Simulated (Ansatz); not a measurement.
Reaction (SMILES): O=S(F)F → 2 F atom + O atom + S atom
B3LYP-D3(BJ)/def2-TZVP geometries, fixed; electronic energies without zero-point terms.

Basis-set convergence of the atomisation energy at HF with Ansatz (a first-principles code). Cartesian d functions, on some or all atoms, in 6-311G**, 6-311+G**; all else is spherical. Open shells are unrestricted. No added dispersion term, no relativity. Functions are those of the species that has most. Reference: the value in pcseg-4, 150.39 kcal/mol, itself unsure by roughly 0.92 kcal/mol (its mean distance from aug-pcseg-3, aug-cc-pV(Q+d)Z, cc-pV(5+d)Z). Deviations are taken from unrounded values.

| basis | functions | atomisation energy (kcal/mol) |
|---|---|---|
| def2-SVP | 60 | 112.45 |
| def2-SVPD | 96 | 121.68 |
| pcseg-1 | 60 | 105.87 |
| aug-pcseg-1 | 96 | 118.79 |
| cc-pV(D+d)Z | 65 | 113.69 |
| aug-cc-pV(D+d)Z | 101 | 129.22 |
| 6-311G** | 81 | 104.49 |
| 6-311+G** | 97 | 104.26 |
| pcseg-2 | 124 | 143.94 |
| aug-pcseg-2 | 188 | 146.77 |
| cc-pV(T+d)Z | 129 | 145.21 |
| aug-cc-pV(T+d)Z | 193 | 146.90 |
| def2-TZVP | 130 | 145.29 |
| def2-TZVPD | 166 | 146.26 |
| def2-TZVPP | 135 | 145.49 |
| def2-TZVPPD | 171 | 146.42 |
| cc-pV(Q+d)Z | 229 | 148.64 |
| aug-cc-pV(Q+d)Z | 329 | 148.97 |
| def2-QZVPP | 241 | 148.56 |
| def2-QZVPPD | 277 | 148.66 |
| pcseg-3 | 244 | 150.61 |
| aug-pcseg-3 | 344 | 150.68 |

What the diffuse functions change, pair by pair:
- def2-SVP to def2-SVPD: 36 more functions, deviation -37.94 to -28.71 kcal/mol
- pcseg-1 to aug-pcseg-1: 36 more functions, deviation -44.53 to -31.61 kcal/mol
- cc-pV(D+d)Z to aug-cc-pV(D+d)Z: 36 more functions, deviation -36.71 to -21.18 kcal/mol
- 6-311G** to 6-311+G**: 16 more functions, deviation -45.91 to -46.14 kcal/mol
- pcseg-2 to aug-pcseg-2: 64 more functions, deviation -6.45 to -3.63 kcal/mol
- cc-pV(T+d)Z to aug-cc-pV(T+d)Z: 64 more functions, deviation -5.19 to -3.49 kcal/mol
- def2-TZVP to def2-TZVPD: 36 more functions, deviation -5.10 to -4.13 kcal/mol
- def2-TZVPP to def2-TZVPPD: 36 more functions, deviation -4.91 to -3.97 kcal/mol
- cc-pV(Q+d)Z to aug-cc-pV(Q+d)Z: 100 more functions, deviation -1.76 to -1.43 kcal/mol
- def2-QZVPP to def2-QZVPPD: 36 more functions, deviation -1.83 to -1.74 kcal/mol
- pcseg-3 to aug-pcseg-3: 100 more functions, deviation 0.21 to 0.28 kcal/mol

They bring the value nearer the reference by more than 0.92 kcal/mol in 7 of 11 pairs.
